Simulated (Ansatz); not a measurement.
Program: Ansatz. Geometries: PBE0-D4/def2-TZVP. ΔE: electronic, gas phase. CBS: MP2 limit from def2 TZ/QZ plus the TZ coupled-cluster correction, frozen cores. This one scheme is used for every species. DFT in def2-TZVPP. HSE06 is defined as in plane-wave codes. def2 core potentials past Kr. For Br, In outer-core shells are correlated without core-valence functions, which leaves a few kJ/mol of doubt a bond. Scalar relativity is left out up to krypton. Each species was taken in one conformer, which may not be the lowest.

`[NH2][In]([Cl])[Br]` + H–F → `[NH2][In]([F])[Br]` + HCl  (ligand exchange at the In–Cl bond)

```tsv
level	ΔE (kcal/mol)
PBE-D4	12.9
r2SCANh-D4	14.0
HSE06-D4	15.2
HF/CBS(def2)	14.8
```

What does CCSD(T)/CBS give? (Best estimate.)

The calculation gave: +14.7 kcal/mol. The listed levels differ from it by -1.8, -0.7, 0.5, 0.1 kcal/mol.

What do rigid-rotor, harmonic-oscillator terms from PBE0-D4/def2-TZVP frequencies (298.15 K, 1 bar) make of the CCSD(T)/CBS value? (Best estimate.)

The calculation gave: ΔZPE = -1.2 kcal/mol, ΔH = +13.3 kcal/mol, ΔS = 2 J/(mol·K), ΔG = +13.1 kcal/mol.

Largest T1 diagnostic among the species: 0.013.

At CCSD(T), def2-SVP lies −2.2 kcal/mol from the extrapolated value and def2-TZVPP −0.2 kcal/mol. Leaving LDA and LC-ωPBE aside and taking each functional with its dispersion term where it has one, the values, not all of them listed here, spread over 4.5 kcal/mol, from BLYP-D4 to PBE-QIDH. LDA lies +1.5 kcal/mol from PBE without D4.

CCSD(T)/CBS has its own doubt, a few kJ/mol and more with outer-core shells, so smaller differences from it don't rank the levels.
